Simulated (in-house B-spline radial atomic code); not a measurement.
Configurations of Ir VIII (Ir7+), with energies counted from [Xe] 4f14 (5d3/2)2. All numbers are computed (Dirac-Hartree-Fock, average of each configuration as written; Fermi nucleus of rms radius 5.4032 fm) with a B-spline radial code for spherical atoms, not measured. Energies include first-order Breit, QED and recoil terms.

Occupations are held fixed; configurations that lie above the ionisation limit could autoionise.

```csv
configuration,E - E(ref) (eV),highest orbital,its <r> (bohr)
[Xe] 4f14 (5d5/2)2,3.6781,5d5/2,1.356
[Kr] 4d10 4f14 5s2 (5p1/2)2 (5p3/2)3 (5d3/2)1 (5d5/2)1 (5g9/2)1,122.67,5g9/2,3.33
[Xe] (4f5/2)5 (4f7/2)8 (5d3/2)2 (7d5/2)1,144.45,7d5/2,4.55
[Kr] 4d10 4f14 5s2 (5p1/2)1 (5p3/2)4 (5d3/2)2 (7f5/2)1,148.07,7f5/2,5.856
[Xe] (4f5/2)6 (4f7/2)7 (5d5/2)2 (6g7/2)1,154.73,6g7/2,5.334
[Kr] 4d10 4f14 5s2 (5p1/2)1 (5p3/2)4 (5d3/2)1 (5d5/2)1 (9g9/2)1,162.6,9g9/2,13.64
[Kr] (4d3/2)3 (4d5/2)6 4f14 5s2 5p6 (5d5/2)2 8s1,403.56,8s1/2,5.23
```

Q: Order these further configurations by energy, lowest first.
A. [Xe] 4f14 (5d3/2)1 8s1
B. [Xe] 4f14 (5d5/2)1 (9p1/2)1
C. [Xe] 4f14 (5d5/2)1 (8g9/2)1
D. [Kr] 4d10 4f14 5s2 (5p1/2)2 (5p3/2)3 (5d3/2)2 6s1
E. [Xe] 4f14 (5d5/2)1 (5g7/2)1

A: D (70.808 eV), E (71.352 eV), A (73.37 eV), B (86.11 eV), C (92.728 eV).

Q: How far above the reference does [Xe] (4f5/2)6 (4f7/2)7 (5d5/2)3 lie?

A: 73.54 eV; its least bound orbital is 5d5/2 with <r> = 1.326 bohr.

Q: How far above the reference does [Xe] (4f5/2)6 (4f7/2)7 (5d3/2)1 (5d5/2)1 8s1 lie?

A: 145.77 eV; its least bound orbital is 8s1/2 with <r> = 5.233 bohr.
